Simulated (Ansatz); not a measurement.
`C[CH2][Al]([F])[F]` + `C[NH][Hf]([F])([F])[F]` → `CC[N](C)[Hf]([F])([F])[F]` + `[F][AlH][F]`  (substitution at a C–Al bond)

Computed with Ansatz on PBE0-D4/def2-TZVP structures; ΔE is electronic, products minus reactants. CCSD(T)/CBS is the MP2 limit (def2-TZVPP, def2-QZVPP) plus CCSD(T) − MP2 in def2-TZVPP, frozen cores. This one scheme is used for every species. Functionals use def2-TZVPP. Elements past krypton have def2 core potentials. For Hf outer-core shells are correlated without core-valence functions, which leaves a few kJ/mol of doubt a bond. Each species was taken in one conformer, which may not be the lowest.

```csv
level,ΔE (kJ/mol),difference from CCSD(T)/CBS
PBE-D4,52.3,3.5
revPBE-D4,47.8,-1.0
BHLYP-D4,50.3,1.5
CAM-B3LYP-D4,49.7,0.9
ωB97M-V,52.4,3.6
revPBE,63.1,14.3
r2SCAN,54.9,6.1
PBE0,57.1,8.3
r2SCANh,55.2,6.4
r2SCAN0,55.3,6.5
LC-ωPBE,58.1,9.3
SCS-MP2/def2-TZVPP,43.2,-5.6
CCSD(T)/def2-TZVPP,44.0,-4.8
HF/def2-QZVPP,53.7,4.9
MP2/def2-QZVPP,45.8,-3.0
HF/CBS(def2),53.7,4.9
CCSD(T)/CBS,48.8,0
```

What do rigid-rotor, harmonic-oscillator terms from PBE0-D4/def2-TZVP frequencies (298.15 K, 1 bar) make of the CCSD(T)/CBS value? (An estimate is asked.)

The calculation gave: ΔZPE = -4.3 kJ/mol, ΔH = +43.1 kJ/mol, ΔS = -29 J/(mol·K), ΔG = +51.7 kJ/mol. Modes under 50 cm⁻¹ make the entropy rough.

Largest T1 diagnostic among the species: 0.015.

At CCSD(T), def2-SVP lies −15.9 kJ/mol from the extrapolated value and def2-TZVPP −4.8 kJ/mol. The D4 term adds −7.8 kJ/mol with B3LYP and −4.6 kJ/mol with PBE0; it sums over pairs of atoms, weighted by their polarisabilities, and B3LYP, whose exchange is more repulsive, gets the larger term.

B3LYP here is the variant with VWN-RPA as its local correlation; programs differ in this.
